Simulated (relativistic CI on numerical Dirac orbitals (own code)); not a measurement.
**One change at a time: Tm XXVII**

Base calculation: Dirac-Coulomb-Breit CI, KLI orbitals optimised for each configuration, model QED (radiative potential, 1s self-energy scaled to tabulated hydrogen-like ionisation energies), unscaled Slater integrals.

Configurations in the expansion (outside the closed core [Ar] 3d10): 4s2 4p6 4d7, 4s2 4p5 4d8, 4s2 4p6 4d6 4f, 4s 4p6 4d8, 4s2 4p5 4d7 4f, 4s 4p6 4d7 4f, 4s2 4p6 4d6 5s, 4s2 4p6 4d6 5p, 4s2 4p6 4d5 4f 5s, 4s2 4p5 4d7 5s, 4s2 4p6 4d5 5s 5p, 4s2 4p6 4d6 5f, 4s2 4p6 4d6 6s, 4p6 4d8 4f, 4s 4p6 4d7 5s, 4p6 4d9, 4p5 4d10, 4p5 4d9 4f, 4s2 4p6 4d5 5s2, 4s2 4p6 4d4 4f 5s2, 4s2 4p5 4d5 4f 5s2, 4s 4p6 4d5 4f 5s2, 4p6 4d8 5s, 4p5 4d9 5s, 4p5 4d8 4f 5s, 4p6 4d7 5s2, 4p5 4d8 5s2, 4p6 4d6 4f 5s2, 4p5 4d7 4f 5s2. Double excitations out of closed p, d and f shells are left out; levels of such configurations are missing from the list, as are those of other unlisted configurations, and high levels can miss mixing partners.

The lowest level and the first level of each name with at least 55 % of one term (blank where a level has no safe partner in the second run):

```csv
Level,Base (cm⁻¹),Shift (cm⁻¹)
4s2 4p6 4d7 4F_9/2,0,0
4s2 4p6 4d7 4F_7/2,80814,+811
4s2 4p6 4d7 4P_5/2,112821,-2041
4s2 4p6 4d7 2H_11/2,127198,-4013
4s2 4p6 4d7 2G_7/2,142055,-4724
4s2 4p6 4d7 2F_5/2,162877,-8049
4s2 4p6 4d7 2H_9/2,212018,-3557
4s2 4p6 4d7 2D_3/2,215873,-10406
4s2 4p6 4d7 2F_7/2,227042,-5953
4s2 4p5 4d8 4G°_11/2,1241435,+7649
4s2 4p5 4d8 2H°_11/2,1409960,-595
```

At this charge energies of transitions that change n are usually good to better than 1 %, and those within a shell (Δn = 0) to a few per cent. Terms inside the open d or f shell come out 10 to 20 % too wide with unscaled integrals.

(1) One thing was changed in a second run, which moved the levels as shown. Which?
A. valence Slater integrals scaled by 0.9
B. only the first 3 configurations
C. configuration mixing switched off
D. Breit term removed
E. QED terms removed
F. one mean potential for all configurations

Answers

(1) A. Valence Slater integrals scaled by 0.9. Scaling acts on the splittings between terms and on the mixing, and leaves the fine structure of pure LS terms nearly alone; in jj coupling it moves the levels of one term differently.

LS names give the leading component of a level, which can be under half, so a name can repeat, a term be missing and a line seem to break the LS rules.
